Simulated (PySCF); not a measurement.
**Working with the constants of PbS**

RHF-CCSD(T) constants of PbS, ¹Σ⁺ (singlet), closed shell (basis Pb def2-SVP with ECP60, S def2-SVP; scalar-relativistic core potentials; PySCF 2.14; masses 207.9766 and 31.9721 u):

```
ωe           : 416.7 cm⁻¹
ωexe         : 1.16 cm⁻¹
Be           : 0.11084 cm⁻¹
αe           : 0.000392 cm⁻¹
De to Pb + S : 4.00 eV
```

(1) What force constant and bond length do these constants imply?

(2) Estimate the centrifugal constant D from the Kratzer relation and find the Dunham coefficient a1.

Measured values (Huber and Herzberg, Constants of Diatomic Molecules (1979)): ωe = 429.4 cm⁻¹, ωexe = 1.3 cm⁻¹, Be = 0.11631868 cm⁻¹, αe = 0.00043509 cm⁻¹.

Correlated steps freeze 9 core orbitals. Correlated levels converge slowly with the basis: in double zeta they bind strong bonds too weakly, by up to about 1 eV, and carry superposition errors of some tenths. These are scalar-relativistic numbers at best; spin–orbit coupling would shift them, the dissociation energy most. Where the molecule has an RHF reference, its open-shell atoms are computed with UHF. The CCSD T1 diagnostic is raised, a sign that a single reference may not be enough here.

## Answers

(1) Reduced mass μred = 27.712 u; k = 5.8918×10⁻⁷·μred·ωe² (u, cm⁻¹, mdyn/Å) = 2.84 mdyn/Å; Re = √(16.8576/(μred·Be)) (u, cm⁻¹, Å) = 2.343 Å.

(2) D = 4Be³/ωe² = 3.14e-08 cm⁻¹; a1 = −1 − αeωe/(6Be²) = -3.22.
